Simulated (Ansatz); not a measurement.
Cost and result for the atomization energy of C2H8SiSn (`C=[CH][SnH2][SiH3]`) (12 atoms, 11 bonds).

```xyz
12

C     0.567    0.525   -2.133
C    -0.600    0.313   -1.538
Sn   -0.827   -0.860    0.229
Si    0.535    0.188    2.131
H     1.499    0.105   -1.763
H     0.650    1.133   -3.031
H    -1.492    0.768   -1.962
H    -2.490   -0.929    0.623
H    -0.285   -2.454   -0.078
H     0.462   -0.640    3.364
H     0.021    1.549    2.439
H     1.960    0.303    1.720
```

Total charge 0; spin multiplicity 1. Correlated methods include outer-core shells of Sn, which these sets cover unevenly. Sn: def2 effective core potential. All single points use the PBE0-D4/def2-TZVP geometry. It is one conformer, not always the lowest. Program: Ansatz. All runs use 4 threads of an AMD EPYC 7B13 on a shared host. Times are those of one run each, without the atoms' runs, and a repeat can differ threefold. Electronic energies, without spin–orbit coupling; frozen cores. CCSD(T)/CBS adds CCSD(T) − MP2 in def2-TZVPP to the MP2 limit, and its time is that of the two runs behind it. T1 = 0.013. With those shells the extrapolation isn't a true limit. B3LYP takes the VWN-RPA correlation (the form of Gaussian; ORCA's B3LYP/G).

CCSD(T)/CBS is a level of theory with its own doubt, some kJ/mol a heavy atom from the limit and from the frozen cores, so smaller differences don't rank the functionals.

```json
{"level": "LDA (SPW92)/def2-TZVPP", "functions": "266", "wall time": "1.4 s", "atomization (kJ/mol)": "4328.6", "difference from CCSD(T)/CBS": "451.8", "per bond": "41.1"}
{"level": "BLYP-D4/def2-TZVPP", "functions": "266", "wall time": "2.2 s", "atomization (kJ/mol)": "3825.3", "difference from CCSD(T)/CBS": "-51.5", "per bond": "-4.7"}
{"level": "PBE0-D4/def2-TZVPP", "functions": "266", "wall time": "3 s", "atomization (kJ/mol)": "3841.8", "difference from CCSD(T)/CBS": "-35.0", "per bond": "-3.2"}
{"level": "CAM-B3LYP-D4/def2-TZVPP", "functions": "266", "wall time": "3.4 s", "atomization (kJ/mol)": "3868.9", "difference from CCSD(T)/CBS": "-7.9", "per bond": "-0.7"}
{"level": "r2SCAN-D4/def2-TZVPP (with forces)", "functions": "266", "wall time": "4.3 s", "atomization (kJ/mol)": "3855.2", "difference from CCSD(T)/CBS": "-21.6", "per bond": "-2.0"}
{"level": "B3LYP-D4/def2-TZVPP (with forces)", "functions": "266", "wall time": "4.7 s", "atomization (kJ/mol)": "3856.4", "difference from CCSD(T)/CBS": "-20.4", "per bond": "-1.9"}
{"level": "PBE-QIDH/def2-TZVPP", "functions": "266", "wall time": "5.5 s", "atomization (kJ/mol)": "3822.3", "difference from CCSD(T)/CBS": "-54.5", "per bond": "-5.0"}
{"level": "CCSD(T)/def2-SVP", "functions": "112", "wall time": "6 s", "atomization (kJ/mol)": "3651.5", "difference from CCSD(T)/CBS": "-225.3", "per bond": "-20.5"}
{"level": "B97M-V/def2-TZVPP", "functions": "266", "wall time": "7.5 s", "atomization (kJ/mol)": "3891.2", "difference from CCSD(T)/CBS": "14.4", "per bond": "1.3"}
{"level": "ωB97X-V/def2-TZVPP", "functions": "266", "wall time": "7.5 s", "atomization (kJ/mol)": "3881.0", "difference from CCSD(T)/CBS": "4.2", "per bond": "0.4"}
{"level": "MP2/def2-QZVPP", "functions": "506", "wall time": "23 s", "atomization (kJ/mol)": "3815.9", "difference from CCSD(T)/CBS": "-60.9", "per bond": "-5.5"}
{"level": "CCSD(T)/def2-TZVPP", "functions": "266", "wall time": "3 min", "atomization (kJ/mol)": "3785.7", "difference from CCSD(T)/CBS": "-91.1", "per bond": "-8.3"}
{"level": "CCSD(T)/CBS(def2)", "functions": "–", "wall time": "3.4 min", "atomization (kJ/mol)": "3876.8", "difference from CCSD(T)/CBS": "0.0", "per bond": "0.0"}
```

From BLYP to BHLYP (50 % exact exchange), in def2-TZVPP and without D4, the atomization energy moves by −15.5 kJ/mol: exact exchange takes away binding that semilocal exchange gives to molecules. At CCSD(T), def2-SVP lies −225.3 kJ/mol from the extrapolated value and def2-TZVPP −91.1 kJ/mol: correlation converges slowly with the basis, and small sets miss more of it in the bonded molecule than in its fragments. The D4 term adds +41.2 kJ/mol with B3LYP and +21.9 kJ/mol with PBE0; it sums over pairs of atoms, weighted by their polarisabilities, and B3LYP, whose exchange is more repulsive, gets the larger term.

Spin–orbit coupling would lower the free Sn atoms strongly, and the atomization energy with them, by more than many differences here. For some Ge, Se and Sn compounds the MP2-based and the directly extrapolated limit differ by 10 to 25 kJ/mol.
